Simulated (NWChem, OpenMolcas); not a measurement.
## How basis sets differ on AlI (iodoaluminum)

AlI: 2 atoms, total charge 0, spin state singlet. SMILES: `[Al][I]`. The bond length is the measured one.

```xyz
2

Al    0.0000    0.0000    0.0000
I     0.0000    0.0000    2.5371
```

Quantity: the dipole moment, in D. The values are calculated.

| level | kind | program | value (D) | CPU time |
| --- | --- | --- | --- | --- |
| HF/STO-3G | Hartree–Fock | OpenMolcas | 5.42 | 2.2 s |
| HF/3-21G | Hartree–Fock | OpenMolcas | 2.71 | 2.4 s |
| HF/def2-TZVP (core potential) | Hartree–Fock | NWChem | 1.86 | 48 s |
| HF/def2-TZVPPD (core potential) | Hartree–Fock | NWChem | 1.87 | 64 s |

All-electron rows without a relativistic Hamiltonian named are non-relativistic, while core potentials hold scalar relativity, so basis and relativity change together. The values span 1.86 to 5.42 D. Sets without polarisation functions give poor dipoles. CPU times are rough (shared hosts, several kinds of processor): they show what a rung costs within a factor of a few.
